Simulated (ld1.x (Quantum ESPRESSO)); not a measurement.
## Transferability test, ultrasoft potential for thulium (Tm)

thulium, ultrasoft, made with ld1.x (Quantum ESPRESSO) 7.5 (PBEsol, scalar-relativistic). Core [Kr] 4d10, reference 4f13 5s2 5p6 5d0 6s1.75 6p0.25. Waves: 5s (bound): rcut 1.75, rcutus 2.10 bohr; 6s (bound): rcut 1.75, rcutus 2.10 bohr; 5p (bound): rcut 1.95, rcutus 2.55 bohr; 6p (bound): rcut 1.95, rcutus 2.55 bohr; 5d (bound, empty): rcut 3.45, rcutus 4.25 bohr; 5d channel at 2.15 Ry: rcut 3.45, rcutus 4.25 bohr; 4f (bound): rcut 1.05, rcutus 1.40 bohr; 4f channel at 0.35 Ry: rcut 1.05, rcutus 1.40 bohr. Local part: all-electron potential smoothed inside 3.00 bohr (lloc = -1). Core correction: none. Augmentation charge: built from norm-conserving waves at rcut, not smoothed further.

Energies are relative to the spin-unpolarised reference configuration 4f13 5s2 5p6 5d0 6s1.75 6p0.25; without spin polarisation the order of configurations can differ from experiment. Not all tests gave a result: test run stopped at test 7 of 7 (negative rho), 1 before it not solved. Left out of the table: 4f11 5s2 5p6 5d0 6s0 6p0 (solver errors, printed error -3459 eV). The frozen-core shift is the all-electron ΔE with the core orbitals held at their reference shape minus the fully relaxed ΔE.

Give the all-electron excitation energy and the error of the potential for: 4f13 5s2 5p6 5d0 6s2 6p0; 4f13 5s2 5p6 5d0 6s1 6p0; 4f13 5s2 5p6 5d0 6s0 6p0; 4f13 5s2 5p6 5d1 6s0 6p0; 4f13 5s2 5p5 5d0 6s2 6p0.

| valence configuration | charge | ΔE all-electron (eV) | error AE − PS (meV) | frozen-core shift (meV) |
| --- | --- | --- | --- | --- |
| 4f13 5s2 5p6 5d0 6s2 6p0 | 0 | -0.703 | -150 | -0.5 |
| 4f13 5s2 5p6 5d0 6s1 6p0 | +1 | 5.767 | +550 | +3.1 |
| 4f13 5s2 5p6 5d0 6s0 6p0 | +2 | 17.748 | +2074 | +9.1 |
| 4f13 5s2 5p6 5d1 6s0 6p0 | +1 | 8.467 | +2032 | +5.1 |
| 4f13 5s2 5p5 5d0 6s2 6p0 | +1 | 31.743 | -2169 | +45 |

Levels in the configuration 4f13 5s2 5p5 5d0 6s2 6p0:

| level | all-electron (eV) | pseudo (eV) |
| --- | --- | --- |
| 4f | -15.042 | -18.071 |
| 5s | -65.352 | -67.930 |
| 5p | -38.337 | -40.693 |
| 6s | -10.815 | -9.694 |

These tests converged, but a pseudo level misses the all-electron one widely, so the file describes the atom poorly there or has found another state: 4f13 5s2 5p6 5d0 6s2 6p0: 4f by 1.9 eV; 4f13 5s2 5p6 5d0 6s0 6p0: empty 6s by 2.1 eV; 4f13 5s2 5p5 5d0 6s2 6p0: 4f by 3.0 eV (a node warning on the way). ld1.x printed “convergence not achieved” for 5 of the counted tests; their residual had stalled under 1e-8, short of the target of 1e-14. A variational frozen-core shift is positive and of second order in the change. This column holds negative values, so the frozen-core run of ld1.x carries numerical noise or an error of first order here, and the column gives no more than the rough size of the effect.

A Bessel basis up to 400 Ry misses an occupied level by 0.72 Ry, so cutoffs and ghosts were not judged. The potential misses its own reference levels by up to 1.8 eV, so it is not fit for use.
